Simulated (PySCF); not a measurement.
Isomers of C8H9B side by side.

PySCF, CAM-B3LYP/def2-SVPD, density fitting, gas phase; each molecule at its own PBE0-D3(BJ)/def2-SVP geometry, one conformer. Singlet excitations by full TDDFT with frozen cores, triplets by Tamm–Dancoff TDDFT and ionisation energies by ΔSCF, from the lowest of the holes tried. 

Torsions of the conformers computed, which needn't be the lowest (atom-mapped SMILES):
- `[BH2:1][CH2:2][CH:3]1[c:4]2[cH:5][cH:6][cH:7][cH:8][c:9]21`: B1–C2–C3–C4 163°
- `[CH:1]#[C:2]/[CH:3]=[CH:4]\[CH2:5][BH:6][C:7]#[C:8][CH3:9]`: C3–C4–C5–B6 -124°, C4–C5–B6–C7 159°
- `[CH:1]#[C:2]/[CH:3]=[CH:4]/[CH2:5][BH:6][C:7]#[C:8][CH3:9]`: C3–C4–C5–B6 -124°, C4–C5–B6–C7 154°

The conformers of `C#CB1CC[C@H](C#C)C1` and `BC1=C[C@@H]2[C@@H]3C=C[C@H]1[C@H]23` aren't listed.

Reference: `BCC1c2ccccc21`, with HOMO energy -8.08 eV, LUMO energy -0.26 eV, lowest singlet excitation 5.21 eV, lowest triplet excitation 4.04 eV, mean polarisability 104.3 au and vertical ionisation energy 8.72 eV.

Changes against it:

```
                           molecule  Δ electronic energy (kcal/mol)  Δ HOMO energy (eV)  Δ LUMO energy (eV)  Δ lowest singlet excitation (eV)  Δ lowest triplet excitation (eV)  Δ mean polarisability (au)  Δ vertical ionisation energy (eV)
                   C#C/C=C\C#CB(C)C                            +5.2               -0.02               -1.07                             -1.46                             -1.52                       +16.4                              +0.02
BC1=C[C@@H]2[C@@H]3C=C[C@H]1[C@H]23                           -16.4               +0.03               -0.45                             -0.73                             -0.96                        -5.3                              -0.01
                     C#C/C=C\CBC#CC                           +17.1               +0.22               -0.36                             -1.18                             -0.64                       +10.5                              -0.16
                     C#C/C=C/CBC#CC                           +17.3               +0.27               -0.44                             -1.20                             -0.66                       +15.1                              -0.21
```

Rows whose labels were lost:

```tsv
row	Δ electronic energy (kcal/mol)	Δ HOMO energy (eV)	Δ LUMO energy (eV)	Δ lowest singlet excitation (eV)	Δ lowest triplet excitation (eV)	Δ mean polarisability (au)	Δ vertical ionisation energy (eV)
P	+4.6	+0.12	-0.98	-1.32	-1.53	+26.5	-0.15
Q	-2.4	+0.57	-0.13	-0.87	-0.50	-10.7	-0.51
R	0.0	-0.75	-0.30	-0.83	+0.02	-0.4	+0.86
```

Which row belongs to which of `C#C/C=C/C#CB(C)C`, `BC12C=CC(C=C1)C=C2` and `C#CB1CC[C@H](C#C)C1`?

P = `C#C/C=C/C#CB(C)C`, Q = `BC12C=CC(C=C1)C=C2` and R = `C#CB1CC[C@H](C#C)C1`. P and Q are told apart most clearly by the mean polarisability (+26.5 against -10.7 au); P and R are told apart most clearly by the mean polarisability (+26.5 against -0.4 au); Q and R are told apart most clearly by the vertical ionisation energy (-0.51 against +0.86 eV); P lies nearest to the labelled row of `C#C/C=C\C#CB(C)C`.

Which row has the smallest HOMO–LUMO gap and which the largest, and does the HOMO or the LUMO shift more there?

Smallest, counted from the reference: P, -1.10 eV (HOMO +0.12, LUMO -0.98), the larger shift being that of the LUMO. Largest: R, +0.45 eV (HOMO -0.75, LUMO -0.30), the larger shift being that of the HOMO.
